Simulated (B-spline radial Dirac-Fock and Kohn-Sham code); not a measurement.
Magnetic form factor of the 4f shell of Sm

System: the free samarium atom in the configuration [Xe] 4f6 6s1 6p1 (an excited configuration).

Input file task.json (cfg lists n, l and occupation; rrms is the nuclear radius in fm):

```json
{"items": [{
  "Z": 62,
  "q": 0,
  "cfg": [[1, 0, 2], [2, 0, 2], [2, 1, 6], [3, 0, 2], [3, 1, 6], [3, 2, 10], [4, 0, 2], [4, 1, 6], [4, 2, 10], [4, 3, 6], [5, 0, 2], [5, 1, 6], [6, 0, 1], [6, 1, 1]],
  "A": 152,
  "rrms": 5.0819,
  "do": ["scatter"],
  "s": [0.0, 0.05, 0.1, 0.15, 0.2, 0.25, 0.3, 0.35, 0.4, 0.45, 0.5, 0.6, 0.7, 0.8, 0.9, 1.0, 1.1, 1.2, 1.4, 1.6, 1.8, 2.0, 2.5, 3.0, 3.5, 4.0, 5.0, 6.0],
  "pz": [0, 0.1, 0.14, 0.2, 0.29, 0.42, 0.59, 0.85, 1.2, 1.7, 2.5, 3.5, 5.0, 7.2, 10.0, 15.0, 21.0, 30.0, 43.0, 61.0, 87.0],
  "hv_scatter": [2000, 8047.8, 10000, 17479.3, 20000, 30000, 100000, 1000000]
}]}
```

Launch: `python xray_run.py task.json out`

The computed values come from a radial atomic solver: relativistic Hartree-Fock (Dirac-Fock) wave functions, averaged over the configuration. ⟨j_K⟩ is the integral of the 4f radial density with the spherical Bessel function j_K(4πsr), s = sin θ/λ.

| s (Å⁻¹) | ⟨j0⟩ | ⟨j2⟩ | ⟨j4⟩ | ⟨j6⟩ |
| --- | --- | --- | --- | --- |
| 0 | 1.0000 | 0.0000 | 0.0000 | 0.0000 |
| 0.05 | 0.9783 | 0.0086 | 0.0001 | 0.0000 |
| 0.1 | 0.9179 | 0.0318 | 0.0007 | 0.0000 |
| 0.15 | 0.8300 | 0.0636 | 0.0031 | 0.0002 |
| 0.2 | 0.7275 | 0.0972 | 0.0078 | 0.0006 |
| 0.25 | 0.6215 | 0.1280 | 0.0149 | 0.0017 |
| 0.3 | 0.5195 | 0.1530 | 0.0238 | 0.0036 |
| 0.35 | 0.4261 | 0.1713 | 0.0336 | 0.0062 |
| 0.4 | 0.3433 | 0.1830 | 0.0436 | 0.0095 |
| 0.45 | 0.2718 | 0.1887 | 0.0533 | 0.0133 |
| 0.5 | 0.2113 | 0.1893 | 0.0622 | 0.0175 |
| 0.6 | 0.1196 | 0.1795 | 0.0763 | 0.0262 |
| 0.7 | 0.0594 | 0.1607 | 0.0853 | 0.0345 |
| 0.8 | 0.0220 | 0.1381 | 0.0894 | 0.0417 |
| 0.9 | 0.0002 | 0.1151 | 0.0894 | 0.0472 |
| 1 | -0.0115 | 0.0938 | 0.0863 | 0.0511 |
| 1.1 | -0.0168 | 0.0750 | 0.0812 | 0.0533 |
| 1.2 | -0.0183 | 0.0590 | 0.0748 | 0.0541 |
| 1.4 | -0.0158 | 0.0350 | 0.0607 | 0.0524 |
| 1.6 | -0.0113 | 0.0197 | 0.0472 | 0.0477 |

Radial moments of the shell: ⟨r²⟩ = 1.198, ⟨r⁴⟩ = 4.151, ⟨r⁶⟩ = 34.81 in powers of bohr.
